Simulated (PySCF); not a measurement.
# Hartree-Fock beside MP2: CF2H3Si

These are calculations, not measurements. The program is PySCF 2.14.0, an open-source quantum chemistry code, run on an isolated molecule that a program drew, which may never have been made. The molecule is CF2H3Si (charge 0, doublet), drawn as the SMILES string `C[Si](F)F`.

The geometry was optimised and harmonic frequencies were computed with HF and MP2, all in the cc-pV(D+d)Z basis, for the commonest isotopes, with a restricted reference for singlets and an unrestricted one otherwise, and a frozen core in MP2. Each result is a local minimum of its method.

Geometry at the HF minimum:
```xyz
7
CF2H3Si, angstrom
C    -2.5359   -0.0826    0.1960
Si   -1.1970    0.0103   -1.0929
F    -1.0009    1.5468   -1.5351
F     0.2023   -0.4305   -0.4277
H    -2.6527   -1.1070    0.5553
H    -2.2660    0.5588    1.0400
H    -3.4886    0.2578   -0.2144
```

Lengths of the bonds as drawn, in Å (atoms numbered as above):
```
bond,HF,MP2
C1-Si2,1.861,1.865
Si2-F3,1.611,1.631
Si2-F4,1.611,1.631
C1-H5,1.092,1.102
C1-H6,1.094,1.104
C1-H7,1.092,1.102
```

Rotational constants, in GHz:
| constant | HF | MP2 |
|---|---|---|
| A | 6.974 | 6.742 |
| B | 6.22 | 6.186 |
| C | 3.688 | 3.608 |

Harmonic frequencies in cm^-1, each column in rising order, so a row needn't be the same motion in every method:
| rank | HF | MP2 |
|---|---|---|
| 1 | 137 | 134 |
| 2 | 224 | 211 |
| 3 | 287 | 271 |
| 4 | 343 | 325 |
| 5 | 701 | 680 |
| 6 | 824 | 770 |
| 7 | 836 | 783 |
| 8 | 899 | 860 |
| 9 | 950 | 920 |
| 10 | 1382 | ? |
| 11 | 1539 | 1442 |
| 12 | 1545 | 1449 |
| 13 | 3174 | 3088 |
| 14 | 3265 | 3197 |
| 15 | 3276 | 3211 |

**Estimate the missing MP2 frequency from the HF column.**

A single factor s that minimises the squared misfit of MP2 against s times HF over the other rows is sum(HF x MP2) / sum(HF^2) = 0.9704, with an rms misfit of 25 cm^-1. For rank 10 it gives 0.9704 x 1382 = 1341 cm^-1. The calculation gives 1272 cm^-1, 69 cm^-1 below the estimate. The drawn bonds are on average 0.9 % longer in MP2 than in HF.
